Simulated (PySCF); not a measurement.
F2GeH2O, SMILES [F][GeH]([OH])[F]. Atoms are numbered in the order given.

```xyz
6

Ge    -0.0002    -0.2768     0.0000
O      1.6614     0.2774     0.0000
F     -0.8319     0.3996     1.3605
F     -0.8319     0.3996    -1.3605
H     -0.0656    -1.7948     0.0000
H      1.7548     1.2408     0.0000
```

Geometry: B3LYP-D3(BJ)/def2-SVP. One conformer was computed; it need not be the lowest.

These are TDA-B3LYP/def2-SVPD run with PySCF values and carry that method's errors.

Vertical excitations. Isolated molecule, no solvent. State labels are in the subgroup Cs.

Q: Give excitation energies, oscillator strengths and character. (Estimate from the structure and the level; the computed values follow.)

A: 
| state | symmetry | energy (eV) | λ (nm) | f | main pairs |
|---|---|---|---|---|---|
| S1 | A" | 7.68 | 161 | 0.033 | HOMO→LUMO 98 % |
| S2 | A' | 8.56 | 145 | 0.050 | HOMO−1→LUMO 70 %, HOMO→LUMO+2 25 % |
| S3 | A" | 8.74 | 142 | 0.008 | HOMO→LUMO+1 97 % |
| S4 | A" | 9.25 | 134 | 0.016 | HOMO−3→LUMO 86 % |
| S5 | A' | 9.27 | 134 | 0.161 | HOMO→LUMO+2 36 %, HOMO−2→LUMO 33 %, HOMO−1→LUMO 18 % |
| S6 | A' | 9.32 | 133 | 0.126 | HOMO−2→LUMO 56 %, HOMO→LUMO+2 27 % |
| S7 | A" | 9.37 | 132 | 0.006 | HOMO→LUMO+3 86 % |
| S8 | A" | 9.38 | 132 | 0.009 | HOMO−4→LUMO 51 %, HOMO−1→LUMO+2 37 % |
| S9 | A' | 9.49 | 131 | 0.020 | HOMO−1→LUMO+1 84 % |
| S10 | A" | 9.56 | 130 | 0.000 | HOMO−1→LUMO+2 53 %, HOMO−4→LUMO 41 % |
| T1 | A" | 7.15 | 173 | 0 | HOMO→LUMO 95 % |
| T2 | A' | 7.81 | 159 | 0 | HOMO−1→LUMO 92 % |
| T3 | A' | 8.20 | 151 | 0 | HOMO−2→LUMO 79 % |
| T4 | A' | 8.47 | 146 | 0 | HOMO→LUMO+2 89 % |
Triplets are in the Tamm–Dancoff approximation.
